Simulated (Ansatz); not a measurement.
Isolated molecules relaxed with PBE0-D4/def2-TZVP in Ansatz; ΔE leaves out vibrations. CCSD(T)/CBS is the MP2 limit (def2-TZVPP, def2-QZVPP) plus CCSD(T) − MP2 in def2-TZVPP, frozen cores. This one scheme is used for every species. DFT in def2-TZVPP. B3LYP here is the variant with VWN-RPA as its local correlation; programs differ in this. HSE06 is defined as in plane-wave codes. For Ga outer-core shells are correlated without core-valence functions, which leaves a few kJ/mol of doubt a bond. Scalar relativity is left out up to krypton. Each species was taken in one conformer, which may not be the lowest.

`N#[C][GaH][OH]` + HCl → `[OH][GaH][Cl]` + `C#N`  (ligand exchange at a Ga–C bond)

```
             level  ΔE (kJ/mol)  difference from CCSD(T)/CBS
       LDA (SPW92)        -81.9                         -1.3
         revPBE-D4        -80.7                         -0.1
           BLYP-D4        -82.2                         -1.6
            B97M-V        -85.8                         -5.2
           PBE0-D4        -83.9                         -3.3
          B3LYP-D4        -83.9                         -3.3
        r2SCANh-D4        -86.5                         -5.9
        r2SCAN0-D4        -87.0                         -6.4
          HSE06-D4        -84.1                         -3.5
          BHLYP-D4        -86.8                         -6.2
      CAM-B3LYP-D4        -82.3                         -1.7
           ωB97X-V        -82.3                         -1.7
           ωB97M-V        -82.2                         -1.6
            B2PLYP        -82.5                         -1.9
          PBE-QIDH        -83.0                         -2.4
               PBE        -82.4                         -1.8
            revPBE        -81.7                         -1.1
              BLYP        -82.6                         -2.0
            r2SCAN        -86.3                         -5.7
              PBE0        -84.1                         -3.5
             B3LYP        -84.1                         -3.5
           r2SCANh        -86.7                         -6.1
             HSE06        -84.3                         -3.7
             BHLYP        -86.6                         -6.0
         CAM-B3LYP        -82.5                         -1.9
           LC-ωPBE        -80.2                          0.4
RPA@PBE/def2-TZVPP        -69.8                         10.8
       HF/def2-SVP        -93.5                        -12.9
      MP2/def2-SVP        -85.6                         -5.0
     CCSD/def2-SVP        -85.1                         -4.5
  CCSD(T)/def2-SVP        -83.9                         -3.3
     HF/def2-TZVPP        -89.7                         -9.1
    MP2/def2-TZVPP        -78.1                          2.5
SCS-MP2/def2-TZVPP        -77.4                          3.2
CCSD(T)/def2-TZVPP        -76.0                          4.6
    MP2/def2-QZVPP        -80.5                          0.1
SCS-MP2/def2-QZVPP        -79.9                          0.7
      HF/CBS(def2)        -89.1                         -8.5
     MP2/CBS(def2)        -82.6                         -2.0
    CCSD/CBS(def2)        -81.5                         -0.9
       CCSD(T)/CBS        -80.6                            0
```

(1) What do rigid-rotor, harmonic-oscillator terms from PBE0-D4/def2-TZVP frequencies (298.15 K, 1 bar) make of the CCSD(T)/CBS value? (Estimate.)

Largest T1 diagnostic among the species: 0.015.

## Answers

(1) Computed: ΔZPE = +8.0 kJ/mol, ΔH = -74.6 kJ/mol, ΔS = -1 J/(mol·K), ΔG = -74.3 kJ/mol.

In def2-TZVPP, CCSD(T) changes the Hartree–Fock value by +13.7 kJ/mol (the triples alone add +1.0 kJ/mol) and MP2 by +11.6 kJ/mol. From BLYP to BHLYP (50 % exact exchange), in def2-TZVPP and without D4, ΔE moves by −4.0 kJ/mol. Leaving LDA and LC-ωPBE aside and taking each functional with its dispersion term where it has one, the values spread over 6.3 kJ/mol, from r2SCAN0-D4 to revPBE-D4.
